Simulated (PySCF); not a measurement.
**XPS shifts beside NMR shieldings**

Species: C4H8BFO2.
SMILES with atom numbers: `[CH3:1][CH2:2][C@@H:3]1[O:4][BH:5][O:6][C@H:7]1[F:8]`

Binding energies: PySCF, delta-SCF UKS SCAN, pcX-2 on the ionised atom, pcseg-1 elsewhere, spin-free X2C. Shieldings: GIAO KT2/pcSseg-1, non-relativistic, same geometry.

| atom | C 1s (eV) |
| --- | --- |
| C1 | 290.92 |
| C2 | 291.24 |
| C3 | 292.68 |
| C7 | 294.86 |

**Question.** What are the absolute isotropic shieldings of these atoms?

**Answer.** 
| atom | environment | C 1s (eV) | isotropic shielding (ppm) |
| --- | --- | --- | --- |
| C1 | methyl carbon | 290.92 | 171.1 |
| C2 | chain CH2 carbon | 291.24 | 151.4 |
| C3 | sp3 carbon bound to oxygen | 292.68 | 96.6 |
| C7 | sp3 C–F carbon | 294.86 | 67.1 |

**Question.** Among the listed atoms, is the one with the highest binding energy also the least shielded?

**Answer.** Yes: C7 has both (294.86 eV, 67.1 ppm).

By binding energy: C1 < C2 < C3 < C7. By shielding: C7 < C3 < C2 < C1.

The structure is a single PBE0-D3(BJ)/def2-SVP conformer in the gas phase; no vibrational or solvent corrections.

Shape of the structure used: `[CH3:1][CH2:2][C@@H:3]1[O:4][BH:5][O:6][C@H:7]1[F:8]`: C1–C2–C3–O4 -59°.
